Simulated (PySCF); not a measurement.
CH8OSi2, SMILES [SiH3]CO[SiH3].

Geometry: B3LYP-D3(BJ)/def2-SVP. The values are those of a single conformer.

The numbers are results of TDA-PBE0/def2-SVPD in PySCF 2.14.0, not measurements.

Vertical excitations. Isolated molecule, no solvent.

```csv
state,energy (eV),λ (nm),f,main pairs
S1,6.31,196,0.003,HOMO→LUMO 97 %
S2,7.01,177,0.033,HOMO→LUMO+1 93 %
S3,7.46,166,0.036,"HOMO→LUMO+3 42 %, HOMO→LUMO+2 38 %, HOMO→LUMO+4 11 %"
S4,7.54,165,0.008,HOMO−1→LUMO 87 %
S5,7.69,161,0.121,"HOMO→LUMO+2 50 %, HOMO→LUMO+3 41 %"
S6,7.84,158,0.005,HOMO→LUMO+4 83 %
S7,7.89,157,0.007,HOMO→LUMO+5 91 %
S8,8.11,153,0.029,"HOMO→LUMO+6 57 %, HOMO→LUMO+7 12 %, HOMO−2→LUMO 12 %"
S9,8.19,151,0.007,"HOMO−2→LUMO 50 %, HOMO→LUMO+6 26 %, HOMO−1→LUMO+1 11 %"
S10,8.25,150,0.016,"HOMO−1→LUMO+1 53 %, HOMO→LUMO+7 21 %, HOMO−4→LUMO 10 %"
T1,5.98,207,0,HOMO→LUMO 90 %
T2,6.67,186,0,HOMO→LUMO+1 81 %
T3,7.14,174,0,HOMO−1→LUMO 85 %
T4,7.21,172,0,"HOMO→LUMO+2 57 %, HOMO→LUMO+3 17 %, HOMO→LUMO+4 14 %"
```
Triplets are in the Tamm–Dancoff approximation.
